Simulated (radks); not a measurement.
The numbers below are computed, except where a source is named.
Initial-state core-level shifts of the holmium ion Ho2+ when its valence configuration changes from [Xe] 4f11. Code: a radial shooting solver on a logarithmic mesh with Libxc functionals. Model: scalar-relativistic Kohn-Sham, PBE, spin-polarised, spherical densities, finite nucleus; open shells are filled with parallel spins first (spin-orbit coupling, left out, can overturn this in heavy ions); Fermi nuclear charge, rms radius 5.2022 fm. Shifts are changes of the shell-averaged eigenvalues in eV (positive: less bound); the change of the density at the nucleus, which sets a Mossbauer isomer shift, is in e/bohr^3, on a base of 8.473e+05.

| valence | 3s | 3p | 4s | 5p | density at nucleus |
|---|---|---|---|---|---|
| 4f10 6p1 | -11.715 | -11.701 | -11.406 | -6.846 | +35.69 |
| 4f10.5 5d0.5 | -3.733 | -3.726 | -3.597 | -1.540 | +14.48 |
| 4f10.5 6p0.5 | -5.600 | -5.594 | -5.479 | -3.382 | +16.39 |
| 4f10 5d1 | -7.796 | -7.781 | -7.465 | -3.086 | +30.72 |
| 4f10 6s1 | -10.425 | -10.411 | -10.107 | -5.582 | +92.01 |
| 4f9 6s2 | -22.836 | -22.802 | -21.916 | -11.643 | +208.36 |
| 4f9 6p2 | -25.206 | -25.171 | -24.288 | -13.853 | +81.48 |
| 4f9.5 6p1.5 | -18.264 | -18.241 | -17.692 | -10.341 | +57.48 |
| 4f9 5d1 6s1 | -19.688 | -19.653 | -18.769 | -8.784 | +135.74 |
